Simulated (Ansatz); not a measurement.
Reactions of C₂H₈N₂Si, SMILES `N=C([SiH3])CN`.

Program: Ansatz. Geometries: PBE0-D4/def2-TZVP. ΔE: electronic, gas phase. CBS: MP2 limit from def2 TZ/QZ plus the TZ coupled-cluster correction, frozen cores. This one scheme is used for every species. Triplets are unrestricted, without spin–orbit coupling. One conformer a species, not always the lowest.

(1) Order these by ΔE at CCSD(T)/CBS, lowest first. (Estimate.)
A. `N=C([SiH3])CN` → `N=CCN` + `[SiH2]`
B. `N=C([SiH3])CN` + H₂S → `N=C([SiH3])S` + CH₃NH₂
C. `N=C([SiH3])CN` → `NC(N)=C[SiH3]`
D. `N=C([SiH3])CN` + `OCO` → `NCOCO` + `N=C[SiH3]`
E. `N=C([SiH3])CN` + `F[SiH2]P` → `F[SiH2]P[SiH3]` + `N=CCN`
F. `N=C([SiH3])CN` + H₂ → `N=CCN` + SiH₄
G. `N=C([SiH3])CN` → `[CH2]` (triplet) + `N=C(N)[SiH3]`
H. `N=C([SiH3])CN` + `[SiH3]OCS` → `[SiH3]OCS[SiH3]` + `N=CCN`

Largest T1 diagnostic: 0.014, for `N=C([SiH3])S`.

## Answers

(1) H (-17.0 kcal/mol), C (-14.1 kcal/mol), E (-10.3 kcal/mol), F (-8.4 kcal/mol), B (+1.5 kcal/mol), D (+13.8 kcal/mol), A (+52.8 kcal/mol), G (+94.2 kcal/mol).
